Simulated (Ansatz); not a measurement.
Input file for Ansatz (a quantum-chemistry and plane-wave program): R-BLYP/def2-TZVPP on H4P2 (SMILES PP), a point of a torsion scan.

Ansatz 0.2 input:
```yaml
crystal:
  periodic: [false, false, false]
  atoms:
    - {symbol: P, position_ang: [-1.03731642, -0.29612621, -0.54986542]}
    - {symbol: P, position_ang: [1.04459273, 0.30268339, -0.51969604]}
    - {symbol: H, position_ang: [-1.50316207, 0.98446560, -0.26098313]}
    - {symbol: H, position_ang: [-1.15147768, -0.68512158, 0.78433865]}
    - {symbol: H, position_ang: [1.50912734, -0.99681582, -0.33056310]}
    - {symbol: H, position_ang: [1.15038803, 0.58441514, 0.84193968]}
basis:
  gaussian:
    orbitals: def2-TZVPP
hamiltonian:
  xc: {name: BLYP}
scf: {lower_state_search: off}
```

The head of its log:

```
WARN ansatz: RAYON_NUM_THREADS=1 ignored (pool sized by the plan → 1); use --threads N
Functional definition: BLYP
these checks for a lower state are left out or cut short: stability, starts, cluster_reference, orbital_swaps, neighbouring_geometries, increment
integrals: 0.05 GiB planned
810 factors; their error is unknown
mean field: 0.38 GiB planned
mean field evaluation 1: about -18640.9596 eV, gradient 2.2e1 eV
mean field evaluation 2: about -18641.1281 eV, gradient 2.3e1 eV
```

Task: Give the final energy of this run.

Result: -685.1044 hartree.
